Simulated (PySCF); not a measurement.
A run for PySCF: R-B3LYP/6-31G* on C2H4 (SMILES C=C) with ghost functions, monomers drawn apart or pushed together.

```python
from pyscf import gto, scf, dft, mp
from pyscf.data.elements import chemcore

mol = gto.M(
    atom='''
    C     0.72255759    0.10536951    0.54328835
    C    -0.56149168   -0.21801594    0.49865039
    H     1.31211242    0.21835379   -0.35854265
    H     1.23772250    0.27087242    1.48170338
    H    -1.15372802   -0.33155841    1.39853380
    H    -1.07401047   -0.38261182   -0.44149369
    ghost-C   -0.28577462    0.72901930    5.28951773
    ghost-C    0.03693193   -0.55492210    5.34157117
    ghost-H   -0.38569314    1.25522538    4.34795656
    ghost-H   -0.46358558    1.30747156    6.18808669
    ghost-H    0.13605963   -1.07848349    6.28481241
    ghost-H    0.21518527   -1.13605780    4.44494087
    ''',
    basis='6-31g*',
    cart=True,
    charge=0, spin=0, verbose=3, max_memory=1800)
mf = dft.RKS(mol, xc='b3lyp')
mf.conv_tol = 1e-8
mf.max_cycle = 100
mf.kernel()
if not mf.converged:
    mf = mf.newton().run(mf.mo_coeff, mf.mo_occ)
```

The log:

```
converged SCF energy = -78.5874801340496
```

The calculation finished and met its thresholds.

Cost: roughly 3 core-seconds.
